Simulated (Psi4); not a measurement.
Input for Psi4:
```
memory 2 GB

molecule mol {
1 2
B     0.018222   -0.019963   -0.037976
Br   -1.511018   -1.113260   -0.137110
Br    0.020949    3.361151   -1.694136
Br    1.488830   -0.554483    1.008591
}

set {
  basis cc-pvdz
  reference uks
}

energy('m06-2x')
print_variables()
```

### Question
What does this run give for the total energy, <S^2>, nuclear repulsion energy, number of basis functions?

### Answer

```yaml
total_energy: -7745.9118 Eh
"<S^2>": 0.758
nuclear_repulsion_energy: 582.2504 Eh
number_of_basis_functions: 95
```

These values belong to the state on which the SCF converged, which isn't shown to be the lowest.
